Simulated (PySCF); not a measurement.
B2FH3N, B3H5N, CH7BNSi (calculated)

All values are calculated (PySCF 2.14.0). Calculation on a computer-drawn molecule: optimised geometry and harmonic frequencies of an isolated molecule of the commonest isotopes, restricted reference for singlets and unrestricted otherwise, frozen core in MP2.

Common to all runs: method HF.

```json
{"entry": 1, "formula": "B2FH3N", "start_structure": {"atoms_angstrom": [["N", -2.6845, 2.2996, 0.1486], ["B", -2.098, 1.668, -0.7254], ["B", -1.2896, 0.7404, -1.9193], ["F", -0.531, -0.3802, -1.4211], ["H", -3.1414, 2.8771, 0.8396], ["H", -2.1254, 0.2903, -2.7538], ["H", -0.48, 1.4023, -2.567]]}, "given": {"charge": -1, "multiplicity": 1, "basis": "aug-cc-pVDZ", "drawn_bonds_atom": [1, 2, 3, 1, 3, 3], "drawn_bonds_other_atom": [2, 3, 4, 5, 6, 7], "drawn_bonds_order": [2, 1, 1, 1, 1, 1]}, "results": {"optimised_atom_element": ["N", "B", "B", "F", "H", "H", "H"], "optimised_atom_x [angstrom]": [-2.682, -2.086, -1.28, -0.541, -3.135, -2.131, -0.4954], "optimised_atom_y [angstrom]": [2.336, 1.642, 0.718, -0.4059, 2.857, 0.2885, 1.462], "optimised_atom_z [angstrom]": [0.1416, -0.7166, -1.961, -1.374, 0.8374, -2.756, -2.569], "modes_frequency [cm^-1]": [184.0, 244.7, 305.2, 318.6, 486.4, 667.7, 831.1, 885.5, 1037, 1188, 1255, 1919, 2315, 2349, 4116], "modes_reduced_mass [dalton]": [5.517, 1.214, 2.433, 1.215, 7.368, 4.569, 1.852, 6.213, 1.115, 1.33, 1.095, 8.01, 1.105, 1.051, 1.095], "rotational_constants [GHz]": [31.37, 3.505, 3.236], "total_energy [hartree]": -205.0958, "convergence_status_largest_gradient_component [hartree/bohr]": 6.335e-06}}
{"entry": 2, "formula": "B3H5N", "start_structure": {"atoms_angstrom": [["B", 0.7178, 0.4025, -1.7532], ["B", 1.0949, -0.5949, -0.5056], ["B", -0.0374, 0.0359, 0.6496], ["N", -0.7807, 0.4987, 1.4121], ["H", -0.228, 0.2639, -2.4331], ["H", 1.1771, 1.5427, -1.803], ["H", 0.8471, -1.8271, -0.6329], ["H", 2.2858, -0.5404, 0.0526], ["H", -1.4288, 0.836, 2.0588]]}, "given": {"charge": -1, "multiplicity": 1, "basis": "aug-cc-pVDZ", "drawn_bonds_atom": [1, 2, 3, 1, 1, 2, 2, 4], "drawn_bonds_other_atom": [2, 3, 4, 5, 6, 7, 8, 9], "drawn_bonds_order": [1, 1, 2, 1, 1, 1, 1, 1]}, "results": {"optimised_atom_element": ["B", "B", "B", "N", "H", "H", "H", "H", "H"], "optimised_atom_x [angstrom]": [0.7567, 1.049, -0.04349, -0.8528, -0.08821, 1.321, 0.7705, 2.191, -1.456], "optimised_atom_y [angstrom]": [0.4361, -0.5661, 0.01817, 0.4656, 0.2043, 1.504, -1.758, -0.4474, 0.7611], "optimised_atom_z [angstrom]": [-1.811, -0.4534, 0.7345, 1.585, -2.666, -2.01, -0.6475, 0.01437, 2.299], "modes_frequency [cm^-1]": [119.3, 163.7, 221.9, 241.2, 340.4, 405.7, 565.4, 633.3, 798.0, 824.3, 947.4, 986.4, 1073, 1224, 1290, 1893, 2337, 2346, 2486, 2487, 4117], "modes_reduced_mass [dalton]": [3.211, 1.053, 1.202, 1.232, 2.39, 3.695, 1.073, 4.271, 1.671, 1.623, 2.182, 1.24, 1.534, 1.109, 1.203, 7.992, 1.106, 1.056, 1.058, 1.117, 1.095], "rotational_constants [GHz]": [20.66, 4.001, 3.548], "total_energy [hartree]": -131.4139, "convergence_status_largest_gradient_component [hartree/bohr]": 1.612e-05}}
{"entry": 3, "formula": "CH7BNSi", "start_structure": {"atoms_angstrom": [["C", -0.4679, 0.7647, 0.7348], ["B", -0.856, 1.4526, -0.5946], ["N", -1.7547, 0.8059, -1.5168], ["Si", -2.5725, -0.7568, -1.4238], ["H", -1.3143, 0.0322, 1.1248], ["H", -0.4184, 1.5269, 1.5056], ["H", 0.4267, 0.2564, 0.6743], ["H", -0.4579, 2.4849, -0.9823], ["H", -2.0322, 1.2801, -2.339], ["H", -1.6241, -1.8234, -1.1186], ["H", -3.2773, -0.8742, -2.6553]]}, "given": {"charge": 0, "multiplicity": 2, "basis": "cc-pV(D+d)Z", "drawn_bonds_atom": [1, 2, 3, 1, 1, 1, 2, 3, 4, 4], "drawn_bonds_other_atom": [2, 3, 4, 5, 6, 7, 8, 9, 10, 11], "drawn_bonds_order": [1, 1, 1, 1, 1, 1, 1, 1, 1, 1]}, "results": {"optimised_atom_element": ["C", "B", "N", "Si", "H", "H", "H", "H", "H", "H", "H"], "optimised_atom_x [angstrom]": [-0.4734, -0.8684, -1.778, -2.696, -0.9717, -0.6852, 0.6083, -0.3703, -1.953, -1.833, -3.327], "optimised_atom_y [angstrom]": [0.7595, 1.39, 0.7959, -0.6855, -0.18, 1.479, 0.5854, 2.44, 1.324, -1.833, -0.9256], "optimised_atom_z [angstrom]": [0.7594, -0.6378, -1.545, -1.41, 1.011, 1.559, 0.7904, -0.9644, -2.38, -1.041, -2.732], "modes_frequency [cm^-1]": [100.5, 120.7, 185.0, 227.8, 466.0, 587.7, 694.1, 791.1, 829.8, 853.0, 854.5, 997.9, 1046, 1056, 1155, 1375, 1445, 1464, 1561, 1569, 2280, 2296, 2649, 3158, 3216, 3240, 3793], "modes_reduced_mass [dalton]": [1.051, 1.173, 2.751, 2.487, 2.329, 1.107, 2.177, 1.399, 1.249, 1.787, 1.227, 1.061, 1.73, 1.871, 1.28, 1.527, 1.774, 1.68, 1.05, 1.125, 1.029, 1.055, 1.094, 1.04, 1.097, 1.101, 1.075], "rotational_constants [GHz]": [12.78, 3.308, 2.701], "total_energy [hartree]": -410.0478, "spin_squared": 0.7534, "convergence_status_largest_gradient_component [hartree/bohr]": 2.05e-05}}
```
